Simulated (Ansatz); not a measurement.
Geometry optimisation, Ansatz, RKS PBE0-D4/def2-SVP.

input.yaml

```yaml
crystal:
  periodic: [false, false, false]
  atoms:
    - { symbol: W, position_ang: [0.367383, 0.468112, -0.050336] }
    - { symbol: Cl, position_ang: [-0.397276, -0.292143, 3.375405] }
    - { symbol: O, position_ang: [2.322009, -0.300968, -0.225023] }
    - { symbol: H, position_ang: [2.466607, -1.241922, -0.064752] }
    - { symbol: H, position_ang: [-0.894058, 1.261036, -0.863191] }
    - { symbol: H, position_ang: [-1.233554, 0.031682, 0.259159] }
    - { symbol: H, position_ang: [0.090365, -1.173973, 0.258427] }
    - { symbol: H, position_ang: [0.711374, 0.970739, -1.621072] }
    - { symbol: O, position_ang: [1.176455, 1.529956, 1.23808] }
    - { symbol: Al, position_ang: [2.971909, 0.877177, 1.142093] }
    - { symbol: H, position_ang: [3.289581, -0.047386, 2.395215] }
    - { symbol: H, position_ang: [3.93588, 1.982374, 0.55196] }
    - { symbol: H, position_ang: [0.240425, 0.849515, 3.118434] }
basis:
  gaussian: { orbitals: def2-SVP }
hamiltonian:
  xc: pbe0
  dispersion: d4
relax:
  f_tol: 0.03
  max_steps: 50
```

Run as:

```bash
$ ansatz run input.yaml --threads 4 --pin off --max-ram 5120MiB --backend cpu --events-out ev --progress --plain --runs-dir out
```

Where does it end, and by what steps?

The forces met the threshold. The force dipped under the threshold on the way, but the program's further checks kept it going. After 13 steps the energy has fallen by 0.167 eV; Cl2 moved furthest, 0.42 Å.

```tsv
step	energy less start (eV)	largest force component (eV/Å)	accepted
0	0.0000	1.691	yes
1	-0.0711	1.230	yes
2	-0.1233	0.812	yes
3	-0.1436	0.572	yes
4	-0.1042	0.635	no
5	-0.1639	0.151	yes
6	-0.1644	0.097	yes
7	-0.1652	0.034	yes
8	-0.1656	0.023	yes
9	-0.1662	0.028	yes
10	-0.1666	0.034	yes
11	-0.1670	0.031	yes
12	-0.1672	0.034	yes
13	-0.1673	0.025	yes
```

```xyz
13
Properties=species:S:1:pos:R:3
W 0.362 0.474 -0.118
Cl -0.108 -0.382 3.671
O 2.317 -0.375 -0.151
H 2.399 -1.304 0.095
H -0.791 1.364 -0.987
H -1.290 0.177 0.104
H -0.021 -1.152 0.201
H 0.859 1.001 -1.645
O 1.043 1.437 1.199
Al 2.921 0.876 1.139
H 3.269 0.093 2.469
H 3.766 2.030 0.471
H 0.321 0.675 3.066
```

Whether the end is a true minimum wasn't checked by a vibrational analysis.

The run took 26 s on 4 threads of Intel(R) Xeon(R) 6975P-C (Granite Rapids), with other jobs on the host, peak memory 0.38 GiB.
